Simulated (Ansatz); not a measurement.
CH7ClO3Si2 can be A, `CO[Si@@H](O)[Si@@H](O)Cl`, or B, `C[Si@@H](O)O[Si@H](O)Cl`.

Calculated with Ansatz (gas phase, PBE0-D4/def2-TZVP geometries, no zero-point term in ΔE). CBS: MP2 limit from def2 TZ/QZ plus the TZ coupled-cluster correction, frozen cores. DFT in def2-TZVPP. B3LYP here is the variant with VWN-RPA as its local correlation; programs differ in this. One conformer a species, not always the lowest.

A:

Z-matrix (Å, degrees):
```
C
O 1 1.412
H 1 1.096 2 111.4
H 1 1.094 2 111.2 3 121.3
H 1 1.091 2 108.1 3 -119.2
Si 2 1.640 1 123.6 3 -51.0
Si 6 2.345 2 111.6 1 -76.7
O 6 1.636 2 109.0 1 167.6
H 6 1.494 2 108.0 1 45.5
O 7 1.646 6 105.3 2 44.4
Cl 7 2.069 6 109.6 2 162.8
H 7 1.486 6 116.2 2 -78.7
H 8 0.959 6 118.3 2 -62.6
H 10 0.959 7 118.2 6 179.1
```

B:

Z-matrix (Å, degrees):
```
C
Si 1 1.844
H 1 1.092 2 110.9
H 1 1.092 2 110.6 3 120.3
H 1 1.093 2 110.4 3 -120.1
O 2 1.654 1 107.8 3 64.8
O 2 1.648 1 109.6 3 -177.5
H 2 1.483 1 113.4 3 -57.1
H 6 0.959 2 116.8 1 -157.6
Si 7 1.624 2 131.1 1 -117.7
O 10 1.626 7 112.4 2 50.2
Cl 10 2.063 7 107.2 2 -70.4
H 10 1.466 7 110.6 2 171.0
H 11 0.962 10 116.0 7 -53.5
```

(1) Which isomer does CCSD(T)/CBS put lower? Give the gap. (Best estimate.)

(2) Give E(B) − E(A) in kcal/mol with r2SCAN-D4, PBE0-D4, PBE-D4, B3LYP, ωB97M-V, HF/def2-TZVPP, B3LYP-D4. (Estimate.)

Largest T1 diagnostic: 0.012.

Results:

(1) Ansatz gave: B, by 64.3 kcal/mol.

(2) Ansatz gave: r2SCAN-D4 -63.9, PBE0-D4 -60.1, PBE-D4 -57.2, B3LYP -60.3, ωB97M-V -65.1, HF/def2-TZVPP -64.6, B3LYP-D4 -61.4. None reverses the order clearly.

The D4 term adds −1.0 kcal/mol with B3LYP and −0.5 kcal/mol with PBE0; it sums over pairs of atoms, weighted by their polarisabilities, and B3LYP, whose exchange is more repulsive, gets the larger term. From PBE to PBE0 (25 % exact exchange), in def2-TZVPP and without D4, E(B) − E(A) moves by −3.0 kcal/mol.
